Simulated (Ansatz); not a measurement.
Consider the formal exchange of groups at a Ge–Se bond: `Cl[CH2][GeH2][SeH]` + `CC(=O)F` → `[F][GeH2][CH2]Cl` + `CC(=O)[SeH]`.

Program: Ansatz. Geometries: PBE0-D4/def2-TZVP. ΔE: electronic, gas phase. CCSD(T)/CBS is the MP2 limit (def2-TZVPP, def2-QZVPP) plus CCSD(T) − MP2 in def2-TZVPP, frozen cores. Functionals use def2-TZVPP. B3LYP here is the variant with VWN-RPA as its local correlation; programs differ in this. For Ge, Se outer-core shells are correlated without core-valence functions, which leaves a few kJ/mol of doubt a bond. Scalar relativity is left out up to krypton. Each species was taken in one conformer, which may not be the lowest.

`Cl[CH2][GeH2][SeH]`:

```xyz
9

Cl   -2.312   -0.572   -0.614
C    -1.006    0.624   -0.484
Ge    0.394   -0.006    0.747
Se    1.437   -1.935   -0.102
H    -0.598    0.785   -1.481
H    -1.440    1.557   -0.123
H     1.441    1.106    0.936
H    -0.252   -0.408    2.078
H     2.337   -1.150   -0.956
```

`CC(=O)F`:

Z-matrix (Å, degrees):
```
C
C 1 1.488
H 1 1.087 2 110.0
H 1 1.092 2 109.5 3 121.6
H 1 1.092 2 109.2 3 -121.1
O 2 1.179 1 129.3 3 2.0
F 2 1.351 1 110.5 3 -178.2
```

`[F][GeH2][CH2]Cl`:

Z-matrix (Å, degrees):
```
Ge
C 1 1.955
F 1 1.740 2 105.9
H 1 1.538 2 111.4 3 114.7
H 1 1.532 2 112.3 3 -116.2
Cl 2 1.777 1 111.3 3 73.1
H 2 1.090 1 110.8 3 -166.6
H 2 1.090 1 109.8 3 -46.5
```

`CC(=O)[SeH]`:

Cartesian coordinates in Å:
```
C -0.434 -0.732 -0.157
C 0.781 -0.002 0.335
O 1.759 -0.522 0.776
Se 0.721 1.948 0.232
H -0.275 -1.804 -0.043
H -1.312 -0.421 0.413
H -0.614 -0.491 -1.207
H -0.625 2.025 -0.349
```

Question: Is it downhill or uphill in electronic energy at CCSD(T)/CBS, and by how much? (An estimate is asked.)

Answer: Computed: Uphill: ΔE = +15.1 kJ/mol.

Question: What do these levels give: B3LYP, HF/def2-TZVPP, CCSD(T)/def2-TZVPP, HF/def2-QZVPP, HF/CBS(def2), MP2/CBS(def2)? (Best estimate.)

Answer: The calculation gave: B3LYP 13.0, HF/def2-TZVPP 26.8, CCSD(T)/def2-TZVPP 16.7, HF/def2-QZVPP 23.5, HF/CBS(def2) 23.1, MP2/CBS(def2) 12.7 kJ/mol.

Largest T1 diagnostic among the species: 0.014.

From PBE to PBE0 (25 % exact exchange), in def2-TZVPP and without D4, ΔE moves by +8.4 kJ/mol. In def2-TZVPP, CCSD(T) changes the Hartree–Fock value by −10.1 kJ/mol (the triples alone add −2.3 kJ/mol) and MP2 by −12.5 kJ/mol.
